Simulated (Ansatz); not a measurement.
Ansatz results at the PBE0-D4/def2-TZVP geometry: size of the dipole moment (ωB97M-V/def2-TZVPP) 1.56 D; LUMO energy (PBE/def2-TZVPP) -2.56 eV; zero-point energy (PBE0-D4/def2-TZVP) 110.3 kJ/mol.

Task: Which molecule gave them?
A. `N[BH][SnH3]`
B. `N=C[SiH2]N`
C. `BOB[SiH3]`
D. `BSC#C`

Result: D. The others give `N=C[SiH2]N`: 1.10, -1.84, 194.2; `N[BH][SnH3]`: 2.92, -1.54, 158.2; `BOB[SiH3]`: 0.71, -3.02, 164.2.
